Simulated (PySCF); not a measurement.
The same groups moved round the core (propene hydroxy+silyl). Gas-phase values, no solvent. One relaxed conformer stands for each flexible species; it need not be the lowest. Strings in code marks are SMILES.

Calculation: PBE-D3(BJ)/def2-TZVP // PBE0-D3(BJ)/def2-TZVP run with PySCF. All candidates: neutral, multiplicity 1. Excitations are Tamm–Dancoff values on a coarser integration grid. The basis has no diffuse functions, so Rydberg states are missing or too high.

- HOMO: -5.46 eV
- HOMO–LUMO gap: 4.79 eV
- brightest of the four lowest singlets (TDA): 6.26 eV

Identify which member has these values.
A) `C/C=C(\O)[SiH3]` (Si–C–O–H torsion 180°)
B) `C/C(O)=C\[SiH3]` (C–C–O–H torsion 180°)
C) `O/C=C\C[SiH3]` (H–O–C–C torsion 4°, C–C–C–Si torsion -89°)
D) `O/C=C/C[SiH3]` (H–O–C–C torsion -1°, C–C–C–Si torsion -111°)

A, `C/C=C(\O)[SiH3]` (Si–C–O–H torsion 180°). The others give `O/C=C\C[SiH3]` (H–O–C–C torsion 4°, C–C–C–Si torsion -89°): -5.25 eV, 4.71 eV, 6.19 eV; `C/C(O)=C\[SiH3]` (C–C–O–H torsion 180°): -5.56 eV, 4.64 eV, 6.05 eV; `O/C=C/C[SiH3]` (H–O–C–C torsion -1°, C–C–C–Si torsion -111°): -5.21 eV, 4.81 eV, 5.98 eV
